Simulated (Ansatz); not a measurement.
Gas-phase electronic energies from Ansatz, PBE0-D4/def2-TZVP geometries. CBS: MP2 limit from def2 TZ/QZ plus the TZ coupled-cluster correction, frozen cores. This one scheme is used for every species. Functionals use def2-TZVPP. For As outer-core shells are correlated without core-valence functions, which leaves a few kJ/mol of doubt a bond. Scalar relativity is left out up to krypton. One conformer a species, not always the lowest.

`CN[CH2][AlH][NH2]` + `[AsH3]` → `CNC[AsH2]` + `[NH2][AlH2]`  (substitution at a C–Al bond)

```csv
level,ΔE (kJ/mol),difference from CCSD(T)/CBS
r2SCAN-D4,19.4,4.7
ωB97M-V,19.0,4.3
B2PLYP,14.1,-0.6
PBE,17.6,2.9
r2SCAN,18.8,4.1
HF/def2-TZVPP,9.4,-5.3
CCSD(T)/def2-TZVPP,12.9,-1.8
HF/def2-QZVPP,9.7,-5.0
MP2/def2-QZVPP,10.6,-4.1
MP2/CBS(def2),11.2,-3.5
CCSD(T)/CBS,14.7,0
```

Largest T1 diagnostic among the species: 0.011.
